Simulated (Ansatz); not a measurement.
Computed with Ansatz on PBE0-D4/def2-TZVP structures; ΔE is electronic, products minus reactants. CCSD(T)/CBS is the MP2 limit (def2-TZVPP, def2-QZVPP) plus CCSD(T) − MP2 in def2-TZVPP, frozen cores. DFT in def2-TZVPP. B3LYP here is the variant with VWN-RPA as its local correlation; programs differ in this. Each species was taken in one conformer, which may not be the lowest.

Consider the redistribution: `C[SiH](S)CF` + `C=C([SiH3])[SiH2][SiH3]` → `C[SiH]([SiH3])CF` + `C=C(S)[SiH2][SiH3]`.

CCSD(T)/CBS gives +107.4 kJ/mol.

(1) Another level gave +99.2 kJ/mol. Which?
A. CCSD/def2-TZVPP
B. B3LYP/def2-TZVPP
C. PBE0/def2-TZVPP
D. HF/def2-TZVPP

Largest T1 diagnostic among the species: 0.013.

Answers

(1) B. B3LYP 99.2, CCSD/def2-TZVPP 107.8, HF/def2-TZVPP 119.3, PBE0 94.9 kJ/mol.

From PBE to PBE0 (25 % exact exchange), in def2-TZVPP and without D4, ΔE moves by +8.5 kJ/mol. In def2-TZVPP, CCSD(T) changes the Hartree–Fock value by −13.8 kJ/mol (the triples alone add −2.3 kJ/mol) and MP2 by −7.1 kJ/mol.
